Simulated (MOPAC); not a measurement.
A run for MOPAC: AM1 on AlH5Si (SMILES [AlH2][SiH3]), a point of a torsion scan.

```
AM1 1SCF PRECISE CHARGE=0 THREADS=1
AlH5Si

Al     1.38213905 1     0.08506708 1    -0.00116307 1
Si    -1.03378127 1    -0.07195816 1     0.00238372 1
H      2.39284067 1    -1.11145731 1    -0.00050360 1
H      2.20918231 1     1.41577175 1     0.00902566 1
H     -1.58208470 1    -1.14027737 1     0.87077249 1
H     -1.66929077 1    -0.32667874 1    -1.31164671 1
H     -1.69982892 1     1.16103676 1     0.48554648 1
```

Output:

```
*******************************************************************************
 **                                                                           **
 **                              MOPAC v23.2.5                                **
 **                                                                           **
 *******************************************************************************
 ** MOPAC's Digital Object Identifier: https://doi.org/10.5281/zenodo.6511958 **
 **                                                                           **
 ** Please cite the open-source release paper for use of this MOPAC version:  **
 ** J. E. Moussa and J. J. P. Stewart (2026)                                  **
 ** MOPAC: An open-source semiempirical molecular orbital program             **
 ** J. Open Source Softw., 11(119), 8025, https://doi.org/10.21105/joss.08025 **
 *******************************************************************************

                              AM1 CALCULATION RESULTS

 *******************************************************************************
 *  AM1        - The AM1 Hamiltonian to be used
 *
 *
 *
 *                 CHARGE ON SYSTEM = 0
 *
 *
 *
 *  PRECISE    - TIGHTER CRITERIA TO BE USED
 *  1SCF       - DO 1 SCF AND THEN STOP
 *  THREADS=1  - MULTI-THREADING NOT USED
 *  T=         - A TIME OF 172800.0 SECONDS REQUESTED
 *  DUMP=N     - RESTART FILE WRITTEN EVERY 7200.0 SECONDS REQUESTED
 *******************************************************************************
AM1 1SCF PRECISE CHARGE=0 THREADS=1
 AlH5Si

   ATOM   CHEMICAL          X               Y               Z
  NUMBER   SYMBOL      (ANGSTROMS)     (ANGSTROMS)     (ANGSTROMS)

     1      Al          1.38213905  *   0.08506708  *  -0.00116307  *
     2      Si         -1.03378127  *  -0.07195816  *   0.00238372  *
     3       H          2.39284067  *  -1.11145731  *  -0.00050360  *
     4       H          2.20918231  *   1.41577175  *   0.00902566  *
     5       H         -1.58208470  *  -1.14027737  *   0.87077249  *
     6       H         -1.66929077  *  -0.32667874  *  -1.31164671  *
     7       H         -1.69982892  *   1.16103676  *   0.48554648  *



          CARTESIAN COORDINATES

    NO.       ATOM           X           Y           Z

     1        Al          1.3821      0.0851     -0.0012
     2        Si         -1.0338     -0.0720      0.0024
     3         H          2.3928     -1.1115     -0.0005
     4         H          2.2092      1.4158      0.0090
     5         H         -1.5821     -1.1403      0.8708
     6         H         -1.6693     -0.3267     -1.3116
     7         H         -1.6998      1.1610      0.4855

  H: (AM1): M.J.S. DEWAR ET AL, J. AM. CHEM. SOC. 107 3902-3909 (1985)
 Al: (AM1): M. J. S. Dewar, A. J. Holder, Organometallics, 9, 508-511 (1990).
 Si: (AM1): M.J.S.DEWAR, C. JIE, ORGANOMETALLICS, 6, 1486-1490 (1987).

           Empirical Formula: H5 Al Si  =     7 atoms



      MOLECULAR POINT GROUP   :   C1


      RHF CALCULATION, NO. OF DOUBLY OCCUPIED LEVELS = 6


 -------------------------------------------------------------------------------
 AM1 1SCF PRECISE CHARGE=0 THREADS=1
 AlH5Si



     1SCF WAS SPECIFIED, SO BFGS WAS NOT USED
     SCF FIELD WAS ACHIEVED


                              AM1 CALCULATION
                                                       MOPAC v23.2.5 Linux




          FINAL HEAT OF FORMATION =         27.87688 KCAL/MOL =     116.63685 KJ/MOL


          COSMO AREA              =        116.40 SQUARE ANGSTROMS
          COSMO VOLUME            =        107.17 CUBIC ANGSTROMS

          IONIZATION POTENTIAL    =         10.322790 EV
          HOMO LUMO ENERGIES (EV) =        -10.323 -1.636
          NO. OF FILLED LEVELS    =          6
          MOLECULAR WEIGHT        =         60.1065         POINT GROUP:  C1

          MOLECULAR DIMENSIONS (Angstroms)

            Atom       Atom       Distance
            H     7    H     3     4.70642
            H     4    H     5     4.12553
            H     4    H     6     2.08803


          SCF CALCULATIONS        =          1





   ATOM   CHEMICAL          X               Y               Z
  NUMBER   SYMBOL      (ANGSTROMS)     (ANGSTROMS)     (ANGSTROMS)

     1      Al          1.38213905  *   0.08506708  *  -0.00116307  *
     2      Si         -1.03378127  *  -0.07195816  *   0.00238372  *
     3       H          2.39284067  *  -1.11145731  *  -0.00050360  *
     4       H          2.20918231  *   1.41577175  *   0.00902566  *
     5       H         -1.58208470  *  -1.14027737  *   0.87077249  *
     6       H         -1.66929077  *  -0.32667874  *  -1.31164671  *
     7       H         -1.69982892  *   1.16103676  *   0.48554648  *

                             CARTESIAN COORDINATES

   1   Al        1.382139050     0.085067080    -0.001163070
   2   Si       -1.033781270    -0.071958160     0.002383720
   3    H        2.392840670    -1.111457310    -0.000503600
   4    H        2.209182310     1.415771750     0.009025660
   5    H       -1.582084700    -1.140277370     0.870772490
   6    H       -1.669290770    -0.326678740    -1.311646710
   7    H       -1.699828920     1.161036760     0.485546480


           Empirical Formula: H5 Al Si  =     7 atoms



      MOLECULAR POINT GROUP   :   C1


                  EIGENVALUES
 -15.74436 -14.38128 -12.31547 -12.22228 -10.77409 -10.32279  -1.63611  -0.62318
   1.37032   1.41757   2.09302   2.20976   2.23727


              NET ATOMIC CHARGES AND DIPOLE CONTRIBUTIONS

  ATOM NO.   TYPE          CHARGE      No. of ELECS.   s-Pop       p-Pop
    1         Al           0.014081        2.9859     1.21359     1.77233
    2         Si           0.452261        3.5477     0.88699     2.66075
    3          H          -0.047365        1.0474     1.04736
    4          H          -0.047471        1.0475     1.04747
    5          H          -0.124561        1.1246     1.12456
    6          H          -0.120366        1.1204     1.12037
    7          H          -0.126580        1.1266     1.12658
 DIPOLE           X         Y         Z       TOTAL
 POINT-CHG.    -0.255    -0.055    -0.055     0.267
 HYBRID         0.176     0.015    -0.000     0.177
 SUM           -0.079    -0.041    -0.055     0.105


          ATOMIC ORBITAL ELECTRON POPULATIONS

     Atom    s        px        py        pz
    1 Al   1.21359   0.88365   0.87404   0.01463
    2 Si   0.88699   0.90325   0.87709   0.88041
    3  H   1.04736
    4  H   1.04747
    5  H   1.12456
    6  H   1.12037
    7  H   1.12658

 **********************
 *                    *
 * JOB ENDED NORMALLY *
 *                    *
 **********************




 == MOPAC DONE ==
```

The run finished.

Cost: around 0.010 core-seconds (rough).
